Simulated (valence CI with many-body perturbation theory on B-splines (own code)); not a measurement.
How close is CI+MBPT for Fe3+?

Computed by relativistic CI+MBPT: five valence electrons over a frozen Dirac-Fock core [Ar], a basis of 7 s, 7 p, 8 d, 6 f, 4 g, 1 h functions for each j, with the one-electron correlation potential Σ1 (screened to all orders), the two-electron term Σ2, the three-electron term Σ3, Breit, model QED; selected single and double excitations, second order for the rest, scaled by the run's own slope (own B-spline code, finite nucleus).

Against 32 measured levels this calculation errs by 2321 cm⁻¹ on average and by 6905 at most. These come from a selection out of Corliss and Sugar, J. Phys. Chem. Ref. Data 11, 135 (1982). Levels without a partner in it may be off by more, other configurations by 1,000 to 8,000 cm⁻¹. Among the levels kept, up to 1600 cm⁻¹ of a level comes from second order outside the variational space, and about a tenth of that is noise between levels of different J, which matters for small intervals. Only levels of the ground parity were solved; by the run's estimate the other parity begins above the list, which can be wrong where configurations are misplaced.

Measured levels: Corliss and Sugar, J. Phys. Chem. Ref. Data 11, 135 (1982). Pairs share parity and J, and are chosen by configuration, term and nearness in energy; levels without a clear partner are left out. Some J values that the scan of the source had lost were assigned by a fit. Energies in cm⁻¹ above the measured ground level. The last column is blank where CI alone has no clear partner.

Names give the largest LS component (configuration and term), which can be under half, so a name can repeat, a term be missing and a line seem to break the LS rules; names also repeat where a configuration has a term twice. Letters in brackets count levels of one name in rising energy.

```
Computed label  Label in the source  Measured  Computed  Difference  CI alone, difference
    3d⁵ ⁶S_5/2               3d5 6S         0       0.0           0                     0
   3d⁵ ⁴G_11/2               3d5 4G   32245.5   31335.4        -910                  -622
    3d⁵ ⁴P_5/2               3d5 4P   35253.8   35364.1        +110                 -1085
    3d⁵ ⁴P_3/2               3d5 4P   35333.3   35442.5        +109                 -1120
    3d⁵ ⁴P_1/2               3d5 4P   35406.6   35519.5        +113                 -1152
    3d⁵ ⁴D_7/2               3d5 4D   38779.4   38395.0        -384                  -573
    3d⁵ ⁴D_1/2               3d5 4D   38896.7   38508.7        -388                  -672
3d⁵ ²D_5/2 [a]              3d5 2D3   49541.5   49395.5        -146                 -1030
3d⁵ ²D_3/2 [a]              3d5 2D3   50051.4   49918.1        -133                 -1059
3d⁵ ²F_7/2 [a]              3d5 2F2   51394.2   51072.7        -322                      
3d⁵ ²F_5/2 [a]              3d5 2F2   52166.7   51794.1        -373                      
    3d⁵ ⁴F_9/2               3d5 4F   52620.7   52019.6        -601                 -1835
    3d⁵ ⁴F_7/2               3d5 4F   52695.4   52093.9        -602                      
    3d⁵ ²H_9/2               3d5 2H   56058.3   54896.8       -1162                 -1854
   3d⁵ ²H_11/2               3d5 2H   56368.8   55167.0       -1202                 -1955
3d⁵ ²G_7/2 [a]              3d5 2G2     57408   56405.1       -1003                  -982
3d⁵ ²G_9/2 [a]              3d5 2G2   57721.2   56680.3       -1041                 -1120
3d⁵ ²F_5/2 [b]              3d5 2F1   61156.5   60450.5        -706                  -908
3d⁵ ²F_7/2 [b]              3d5 2F1   61254.4   60537.6        -717                 -1013
    3d⁵ ²S_1/2               3d5 2S   66720.1   66506.2        -214                  -711
3d⁵ ²G_9/2 [b]              3d5 2G1   82894.9   81810.4       -1085                 -2424
3d⁵ ²G_7/2 [b]              3d5 2G1   82897.3   81807.2       -1090                 -2450
    3d⁵ ²P_3/2               3d5 2P    100118   99609.1        -509                 -2515
    3d⁵ ²P_1/2               3d5 2P    100126   99615.0        -511                 -2521
  3d⁴4s ⁶D_1/2        3d4(5D) 4s 6D  127766.1  121104.8       -6661                -41778
  3d⁴4s ⁶D_3/2        3d4(5D) 4s 6D  127929.1  121273.6       -6655                -41775
  3d⁴4s ⁶D_5/2        3d4(5D) 4s 6D  128191.5  121571.5       -6620                -41719
  3d⁴4s ⁶D_7/2        3d4(5D) 4s 6D  128541.9  121900.2       -6642                -41759
  3d⁴4s ⁶D_9/2        3d4(5D) 4s 6D  128967.7  122305.3       -6662                -41813
  3d⁴4s ⁴D_1/2        3d4(5D) 4s 4D  137700.8  130795.8       -6905                -41939
  3d⁴4s ⁴D_3/2        3d4(5D) 4s 4D  137949.3  131048.7       -6901                -41943
  3d⁴4s ⁴D_5/2        3d4(5D) 4s 4D  138338.8  131457.3       -6882                -41906
  3d⁴4s ⁴D_7/2        3d4(5D) 4s 4D  138844.0  131941.7       -6902                -41949
```

Over 32 excited levels the mean absolute difference is 2321 cm⁻¹, the median 813 and the largest 6905. For the 29 levels that pair on every rung the mean is CI alone 13937, + Σ1 11054, + Σ2 3107, + Σ3 2555, + Breit 2536, + QED 2516. The comparison draws on a selection of the measured levels: 33 of the 46 computed ones have a partner in it, and others may be off by more.
